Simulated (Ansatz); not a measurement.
A nudged elastic band was laid between two geometries of CH4 + H4O2Si (12 atoms, charge 0, multiplicity 1).

Method: Ansatz, UKS r2SCAN/6-31G*.

```yaml
movable_images: 9
climbing_image: yes
spring: 5.0 eV/Å²
optimiser: quadratic models (default)
start_path: through a guess of the saddle point
force_threshold: 0.05 eV/Å
iteration_limit: 57
end_points: relaxed
```

Initial state:

```xyz
12
Properties=species:S:1:pos:R:3
Si 1.616 -0.522 -0.523
O 1.439 0.550 0.728
H 1.183 -1.896 -0.160
H 3.065 -0.451 -0.842
O 0.677 -0.165 -1.849
H -1.456 -0.538 1.394
C -1.880 0.251 0.762
H 0.556 0.572 1.125
H 0.897 0.665 -2.297
H -2.967 0.132 0.743
H -1.487 0.166 -0.255
H -1.642 1.237 1.175
```

Final state:

```xyz
12
Properties=species:S:1:pos:R:3
Si 0.063 -0.972 -0.602
O 1.661 1.692 0.785
H -0.137 -2.117 -1.530
H 0.825 -1.467 0.597
O 0.923 0.171 -1.435
H 2.048 0.972 1.307
C -1.608 -0.369 0.012
H 0.871 1.952 1.283
H 1.250 0.879 -0.842
H -2.147 -1.180 0.521
H -2.231 -0.022 -0.821
H -1.517 0.461 0.725
```

Task: Which bonds break or form, and what moves?

Result: Bonds broken: Si1–O2, H6–C7. Bonds formed: Si1–C7, O2–H6. CH4 + H4O2Si becomes CH6OSi + H2O.

Task: What energy profile does the band end with?

Result: The run converged. The highest image is number 6 of 0 to 10, 2.92 eV above the first end and 1.89 eV above the last; the last end lies 1.04 eV above the first. Neighbouring images differ by up to 2.4 eV, so the band resolves the path poorly. A vibrational analysis at the climbing image gives one clearly imaginary mode, 1227i cm⁻¹: a first-order saddle point. The orbitals stay closed-shell, which can raise the energy where a bond breaks towards radicals; this wasn't checked here.

| image | path coordinate (Å) | energy (eV) | Si1–O2 (Å) | H6–C7 (Å) | Si1–C7 (Å) |
| --- | --- | --- | --- | --- | --- |
| 0 | 0.00 | 0.00 | 1.66 | 1.10 | 3.80 |
| 1 | 1.36 | 0.02 | 1.66 | 1.09 | 3.86 |
| 2 | 2.73 | 0.03 | 1.66 | 1.09 | 4.04 |
| 3 | 4.09 | 0.04 | 1.66 | 1.09 | 4.02 |
| 4 | 5.45 | 0.07 | 1.66 | 1.09 | 3.73 |
| 5 | 6.81 | 0.55 | 1.68 | 1.09 | 3.01 |
| 6 | 8.17 | 2.92 | 1.96 | 1.41 | 2.20 |
| 7 | 9.29 | 1.61 | 2.64 | 2.07 | 1.93 |
| 8 | 10.39 | 1.15 | 3.20 | 2.73 | 1.89 |
| 9 | 11.50 | 1.05 | 3.40 | 3.59 | 1.88 |
| 10 | 12.61 | 1.04 | 3.40 | 4.10 | 1.88 |

Task: What is the geometry of the highest image?

Result: 
```xyz
12
Properties=species:S:1:pos:R:3
Si 0.534 -0.530 -0.445
O 0.886 1.103 0.571
H -0.351 -1.389 -1.282
H 1.297 -1.373 0.509
O 1.385 0.087 -1.758
H -0.219 0.663 0.789
C -1.326 -0.199 0.678
H 0.764 1.895 0.017
H 2.131 0.651 -1.507
H -1.391 -1.263 0.933
H -2.064 0.026 -0.099
H -1.646 0.331 1.595
```

Time of the run: 15 min on 2 threads of Arm Neoverse V1, on a shared host, peak memory 0.22 GiB.
